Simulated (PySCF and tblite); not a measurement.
C4H5F3O, numbered as in [O:1]=[CH:2][CH2:3][CH2:4][C:5]([F:6])([F:7])[F:8].

Geometries PBE0-D3(BJ)/def2-SVP; weights from PBE0-D3(BJ)/def2-TZVP energies and GFN2-xTB thermal corrections, with symmetry numbers and mirror pairs. Conformers within 4 kcal/mol (GFN2-xTB free energy) were kept, 7 at most. Couplings: B3LYP/pcSseg-1 with pcJ-1 on H, F (gas phase; spin-dipole term only for pairs with B, N, F, Si or P). Couplings are for ¹⁹F, ¹H; a prime marks the second kind of pair between the same two sets of atoms. Programs: PySCF with density fitting and tblite.

Torsions listed: O1–C2–C3–C4, C2–C3–C4–C5. Of a mirror pair one member is shown.

| conformer | shape | weight % |
| --- | --- | --- |
| 1 | 0°, 179° | 83.1 |
| 2 | -13°, -87° | 10.2 |
| 3 | -133°, -173° | 4.9 |
| 4 | -147°, 72° | 1.8 |

(1) Give the couplings in each conformer and the averages at 298.15 K (pairs that fast motion interchanges averaged).

Computed couplings to fluorine can be off by tens of per cent at such levels.

F–F couplings are left out: such levels miss them by tens of Hz and can give the wrong sign.

Results:

(1) 
| coupling | pairs | 1 | 2 | 3 | 4 | average (Hz) |
| --- | --- | --- | --- | --- | --- | --- |
| ⁵J(H2,F6) | 3 | 1.1 | 0.5 | 0.8 | 2.2 | 1.1 |
| ³J(H4,F6) | 6 | 10.2 | 10.3 | 9.2 | 9.9 | 10.1 |
| ³J(H2,H3) | 2 | 0.4 | 0.5 | 3.6 | 2.9 | 0.6 |
| ⁴J(H2,H4) | 2 | -0.8 | 0.3 | 0.0 | -0.2 | -0.6 |
| ²J(H3,H3) | 1 | -23.3 | -23.0 | -16.1 | -19.4 | -22.8 |
| ³J(H3,H4) | 2 | 14.9 | 0.7 | 16.2 | 2.2 | 13.3 |
| ³J(H3,H4′) | 2 | 3.9 | 11.4 | 4.3 | 11.7 | 4.8 |
| ²J(H4,H4) | 1 | -17.2 | -15.9 | -15.7 | -16.7 | -16.9 |
